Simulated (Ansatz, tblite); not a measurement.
Cost and result up the ladder for W₆S₁₅, a cluster (21 atoms). Total charge 0; singlet. Geometry: PBE-D4/def2-SVP.

Cartesian coordinates in Å:
```
W -2.5137 1.7307 1.6139
W -1.6160 -0.3859 -0.3849
W -0.7924 -2.4325 -2.3181
W 0.3362 1.2108 1.1532
W 1.2798 -0.8248 -0.7682
W 3.3060 0.7018 0.7042
S -1.3396 2.1580 -0.3707
S -1.3687 -0.2423 2.1580
S -4.6969 1.3838 1.2595
S -2.0077 3.2435 3.0558
S -0.4428 -0.1229 -2.5255
S -0.4718 -2.5232 0.0032
S -3.8026 -0.3786 -0.4031
S 0.7290 -3.6326 -3.4398
S -2.8551 -2.8610 -2.7486
S 1.8260 1.5654 -0.8969
S 1.7969 -0.8350 1.6319
S 1.4234 2.5806 2.4660
S 2.3793 -2.2021 -2.0629
S 4.8626 -0.3831 -0.3077
S 3.9682 2.2491 2.1806
```

Ansatz on 2 threads of AMD EPYC 7R13 on a shared host and a share (18 GiB) of an NVIDIA H100 80GB HBM3; xTB runs through tblite on one thread. Times are rough, summed over both states, and most runs start from the orbitals of an earlier one. No level here is sound enough to serve as a yardstick. The other state is a triplet at its own geometry, which has other bonds, so the gap mixes isomer and spin.

In the def2 sets W takes a core potential; there is no spin–orbit coupling. The xTB rows come from tblite. Correlated methods freeze 75 core orbitals; core or outer-core shells of W are correlated, in sets that lack core-valence functions. The rows differ in basis, and correlated rows in double-zeta sets carry the largest basis error. Single mean-field runs in def2-TZVP are fitted with def2-universal-jkfit.

Run but left out: HF/def2-SVP, MP2/def2-SVP (singlet: restricted singlet, unstable towards broken spin symmetry).

Correlated methods converge slowly with the basis, most of all in double-zeta sets.

xTB has no spin-polarisation term.

| level | functions | triplet − singlet (eV) | remarks |
| --- | --- | --- | --- |
| r2SCAN0-D4/def2-TZVP | 795 | -0.27 | restricted SCF unstable in HF (singlet) |
| r2SCANh-D4/def2-TZVP | 795 | -0.10 | restricted SCF unstable in HF (singlet) |
| GFN1-xTB | 189 | 0.89 | – |
| BLYP-D4/def2-TZVP | 795 | 0.23 | restricted SCF unstable in HF (singlet) |
| PBE-D4/def2-TZVP | 795 | 0.19 | restricted SCF unstable in HF (singlet) |
| GFN2-xTB | 189 | 1.18 | – |
| r2SCAN-D4/def2-TZVP (with forces) | 795 | 0.01 | restricted SCF unstable in HF (singlet) |
| PBE0-D4/def2-TZVP (with forces) | 795 | -0.13 | restricted SCF unstable in HF (singlet) |
| RPA@PBE/def2-SVP | 462 | -0.18 | – |

(1) Estimate how long each takes.

Results:

(1) GFN1-xTB 0.5 s; GFN2-xTB 1.5 s; BLYP-D4/def2-TZVP 18 s; PBE-D4/def2-TZVP 19 s; RPA@PBE/def2-SVP 25 s; r2SCAN-D4/def2-TZVP (with forces) 29 s; PBE0-D4/def2-TZVP (with forces) 31 s; r2SCANh-D4/def2-TZVP 36 s; r2SCAN0-D4/def2-TZVP 42 s. On shared hardware such times vary by a factor of up to 3.
